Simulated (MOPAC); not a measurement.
Input for MOPAC: PM6 on ClGaH2 (SMILES [Cl][GaH2]), a point of a bond scan (R = 1.868 Å).

```
PM6 1SCF PRECISE CHARGE=0 THREADS=1
ClGaH2

Ga    -0.00289679 1    -0.23188832 1    -0.67116797 1
H     -1.69034579 1    -0.32783877 1    -1.46724157 1
H      1.39793515 1    -0.58224349 1    -1.25325605 1
Cl     0.00593939 1     0.47544872 1     1.37611916 1
```

Program output:

```
*******************************************************************************
 **                                                                           **
 **                              MOPAC v23.2.5                                **
 **                                                                           **
 *******************************************************************************
 ** MOPAC's Digital Object Identifier: https://doi.org/10.5281/zenodo.6511958 **
 **                                                                           **
 ** Please cite the open-source release paper for use of this MOPAC version:  **
 ** J. E. Moussa and J. J. P. Stewart (2026)                                  **
 ** MOPAC: An open-source semiempirical molecular orbital program             **
 ** J. Open Source Softw., 11(119), 8025, https://doi.org/10.21105/joss.08025 **
 *******************************************************************************

                              PM6 CALCULATION RESULTS

 *******************************************************************************
 *  PM6        - The PM6 Hamiltonian to be used
 *
 *
 *
 *                 CHARGE ON SYSTEM = 0
 *
 *
 *
 *  PRECISE    - TIGHTER CRITERIA TO BE USED
 *  1SCF       - DO 1 SCF AND THEN STOP
 *  THREADS=1  - MULTI-THREADING NOT USED
 *  T=         - A TIME OF 172800.0 SECONDS REQUESTED
 *  DUMP=N     - RESTART FILE WRITTEN EVERY 7200.0 SECONDS REQUESTED
 *******************************************************************************
PM6 1SCF PRECISE CHARGE=0 THREADS=1
 ClGaH2

   ATOM   CHEMICAL          X               Y               Z
  NUMBER   SYMBOL      (ANGSTROMS)     (ANGSTROMS)     (ANGSTROMS)

     1      Ga         -0.00289679  *  -0.23188832  *  -0.67116797  *
     2       H         -1.69034579  *  -0.32783877  *  -1.46724157  *
     3       H          1.39793515  *  -0.58224349  *  -1.25325605  *
     4      Cl          0.00593939  *   0.47544872  *   1.37611916  *



          CARTESIAN COORDINATES

    NO.       ATOM           X           Y           Z

     1        Ga         -0.0029     -0.2319     -0.6712
     2         H         -1.6903     -0.3278     -1.4672
     3         H          1.3979     -0.5822     -1.2533
     4        Cl          0.0059      0.4754      1.3761

 General Reference for PM6:
 "Optimization of Parameters for Semiempirical Methods V: Modification of NDDO Approximations
 and Application to 70 Elements", J. J. P. Stewart, J. Mol. Mod., 13, 1173-1213 (2007)
 URL: https://link.springer.com/article/10.1007/s00894-007-0233-4

           Empirical Formula: H2 Ga Cl  =     4 atoms



      MOLECULAR POINT GROUP   :   Cs


      RHF CALCULATION, NO. OF DOUBLY OCCUPIED LEVELS = 6


 -------------------------------------------------------------------------------
 PM6 1SCF PRECISE CHARGE=0 THREADS=1
 ClGaH2



     1SCF WAS SPECIFIED, SO BFGS WAS NOT USED
     SCF FIELD WAS ACHIEVED


                              PM6 CALCULATION
                                                       MOPAC v23.2.5 Linux




          FINAL HEAT OF FORMATION =         -6.20822 KCAL/MOL =     -25.97517 KJ/MOL


          COSMO AREA              =         91.98 SQUARE ANGSTROMS
          COSMO VOLUME            =         74.35 CUBIC ANGSTROMS

          IONIZATION POTENTIAL    =         10.592322 EV
          HOMO LUMO ENERGIES (EV) =        -10.592 -0.910
          NO. OF FILLED LEVELS    =          6
          MOLECULAR WEIGHT        =        107.2038         POINT GROUP:  Cs

          MOLECULAR DIMENSIONS (Angstroms)

            Atom       Atom       Distance
           Cl     4    H     2     3.40696
            H     3    H     2     2.62772
           Ga     1    H     2     0.00000


          SCF CALCULATIONS        =          1





   ATOM   CHEMICAL          X               Y               Z
  NUMBER   SYMBOL      (ANGSTROMS)     (ANGSTROMS)     (ANGSTROMS)

     1      Ga         -0.00289679  *  -0.23188832  *  -0.67116797  *
     2       H         -1.69034579  *  -0.32783877  *  -1.46724157  *
     3       H          1.39793515  *  -0.58224349  *  -1.25325605  *
     4      Cl          0.00593939  *   0.47544872  *   1.37611916  *

                             CARTESIAN COORDINATES

   1   Ga       -0.002896790    -0.231888320    -0.671167970
   2    H       -1.690345790    -0.327838770    -1.467241570
   3    H        1.397935150    -0.582243490    -1.253256050
   4   Cl        0.005939390     0.475448720     1.376119160


           Empirical Formula: H2 Ga Cl  =     4 atoms



      MOLECULAR POINT GROUP   :   Cs


                  EIGENVALUES
 -25.77751 -17.91458 -13.22115 -12.51315 -11.42019 -10.59232  -0.91042  -0.01964
   1.77168   3.74722  89.35362  89.39151  89.46673  89.78224  89.78841


              NET ATOMIC CHARGES AND DIPOLE CONTRIBUTIONS

  ATOM NO.   TYPE          CHARGE      No. of ELECS.   s-Pop       p-Pop       d-Pop
    1         Ga          -0.197926        3.1979     1.38905     1.80887
    2          H           0.196313        0.8037     0.80369
    3          H           0.171871        0.8281     0.82813
    4         Cl          -0.170259        7.1703     1.99348     5.17472     0.00206
 DIPOLE           X         Y         Z       TOTAL
 POINT-CHG.    -0.442    -0.958    -2.905     3.091
 HYBRID         0.159     0.236     0.732     0.785
 SUM           -0.283    -0.722    -2.174     2.308


          ATOMIC ORBITAL ELECTRON POPULATIONS

     Atom    s        px        py        pz      x^2-y^2     xz        z^2       yz        xy
    1 Ga   1.38905   1.00727   0.18223   0.61937
    2  H   0.80369
    3  H   0.82813
    4 Cl   1.99348   1.98611   1.82494   1.36367   0.00002   0.00042   0.00109   0.00048   0.00005

 **********************
 *                    *
 * JOB ENDED NORMALLY *
 *                    *
 **********************




 == MOPAC DONE ==
```

The run finished.

Cost: around 0.04 core-seconds (rough).
